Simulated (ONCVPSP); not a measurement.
## Cutoff test, antimony (Sb), ONCV

```
Element                 : Sb
Generator               : ONCVPSP 4.0.1
Type                    : optimised norm-conserving Vanderbilt (ONCV)
Functional              : PBE
Relativity              : scalar-relativistic
Frozen core             : [Ar] 3d10
Valence charge          : 23
Reference configuration : 4s2 4p6 4d10 5s1.5 5p3.5
Partial waves           : 4s+5s: rc 1.40 bohr, ncon 3, nbas 6, qcut 7.2 1/bohr, 2 projectors; 4p+5p: rc 1.40 bohr, ncon 3, nbas 6, qcut 9.2 1/bohr, 3 projectors, debl 1.4 Ha; 4d: rc 1.20 bohr, ncon 3, nbas 8, qcut 14.1 1/bohr, 2 projectors, debl 1.4 Ha
Local potential         : polynomial inside 1.20 bohr (lpopt 5, dvloc0 -1 Ha)
Core correction         : none
```

Question: For each optimised wave give the share of its norm inside rc, the residual kinetic energy above qcut (Ha) and the cutoffs (Ha) for errors of 10, 1, 0.1 and 0.01 mHa per electron.

Answer:

```
         wave  norm inside rc  residual KE  10 mHa  1 mHa  0.1 mHa  0.01 mHa
           4s           0.976      5.0e-05     9.3   17.5     23.8      59.5
           5s           0.117      1.8e-04     8.9   20.9     32.4      69.5
           4p           0.951      6.4e-07    21.0   26.2     30.6      34.4
           5p           0.049      6.7e-07    16.0   21.5     25.9      29.6
p projector 3           0.070      2.1e-06    17.4   22.5     26.5      31.6
           4d           0.713      3.9e-09    39.7   50.7     61.1      69.6
d projector 2           0.019      6.0e-11    23.6   36.6     48.2      58.8
```

The occupied waves need 51 Ha and 61 Ha for 1 and 0.1 mHa.
